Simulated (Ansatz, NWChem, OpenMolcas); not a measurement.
**BaS (SMILES [S][Ba]): the HOMO–LUMO gap, rung by rung**

The species is BaS (2 atoms), meant as a singlet with charge 0. SMILES: `[S][Ba]`. Geometry: the measured bond length.

```csv
atom,x (Å),y (Å),z (Å)
S,0.0000,0.0000,0.0000
Ba,0.0000,0.0000,2.5074
```

Quantity: the HOMO–LUMO gap, in eV. The values are calculated.

```tsv
level	kind	program	value (eV)	CPU time
SVWN5/def2-TZVP (core potential)	LDA	Ansatz	1.64	2.3 s
PBE/def2-TZVP (core potential)	GGA	OpenMolcas	1.58	12 s
TPSS/def2-TZVP (core potential)	meta-GGA	OpenMolcas	1.69	15 s
r2SCAN/def2-TZVP (core potential)	meta-GGA	NWChem	2.16	2.1 min
BHLYP/def2-TZVP (core potential)	global hybrid	Ansatz	4.01	5.3 s
PBE0/def2-TZVP (core potential)	global hybrid	OpenMolcas	2.94	12 s
HSE06/def2-TZVP (core potential)	range-separated hybrid	Ansatz	2.25	4.6 s
wB97X/def2-TZVP (core potential)	range-separated hybrid	Ansatz	6.27	21 s
```

The values span 1.58 to 6.27 eV. Orbital gaps aren't excitation energies; they tend to grow with the share of exact exchange. CPU times are rough (shared hosts, several kinds of processor): they show what a rung costs within a factor of a few.
